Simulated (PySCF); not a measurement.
CH5AlOS, SMILES [SH][Al]([OH])[CH3]. Atoms are numbered in the order given.

```xyz
9

Al     0.0975    -0.4142     0.0000
C     -1.3158    -1.7493     0.0000
H     -2.3129    -1.2819     0.0000
H     -1.2514    -2.4020    -0.8864
H     -1.2514    -2.4020     0.8864
O      1.7694    -0.7517     0.0000
H      2.1834    -1.6154     0.0000
S     -0.3648     1.7205     0.0000
H      0.9419     2.0674     0.0000
```

Coordinates come from a PBE0-D3(BJ)/def2-SVP optimisation. Other conformers were not sampled.

These are PBE0-D3(BJ)/def2-SVP run with PySCF 2.14.0 values and carry that method's errors.

Frequencies are harmonic and unscaled.

```csv
mode,ν (cm⁻¹),IR (km/mol),Raman (Å⁴/amu),depolarisation,moving atoms (share of kinetic energy)
1,37,0.0,0.1,0.75,H 97 %
2,145,4.2,1.2,0.71,"C 27 %, H 23 %, S 22 %, Al 17 %, O 11 %"
3,199,13.3,2.0,0.75,"O 44 %, H 22 %, S 15 %, C 10 %, Al 9 %"
4,205,4.4,0.5,0.75,"Al 56 %, H 27 %, O 10 %"
5,278,76.5,2.1,0.75,H 85 %
6,316,87.9,0.8,0.75,H 92 %
7,454,21.0,17.2,0.13,"S 42 %, Al 21 %, C 17 %, H 15 %"
8,517,171.1,2.2,0.12,"H 79 %, O 17 %"
9,611,3.0,7.4,0.68,"H 80 %, C 9 %, S 8 %"
10,651,50.9,1.6,0.75,"H 75 %, C 18 %"
11,664,42.0,5.7,0.24,"H 45 %, C 23 %, Al 22 %, O 9 %"
12,709,139.3,0.8,0.73,"H 49 %, Al 23 %, C 20 %"
13,891,130.0,1.4,0.33,"Al 45 %, O 42 %, H 11 %"
14,1214,28.6,2.3,0.02,"H 79 %, C 21 %"
15,1421,1.8,11.6,0.74,H 96 %
16,1424,2.7,8.5,0.75,H 95 %
17,2715,0.7,138.3,0.28,H 97 %
18,3049,1.8,136.1,0.00,H 97 %
19,3146,2.6,94.7,0.75,"H 91 %, C 9 %"
20,3161,2.2,84.9,0.75,"H 91 %, C 9 %"
21,3992,103.8,130.4,0.29,H 94 %
```
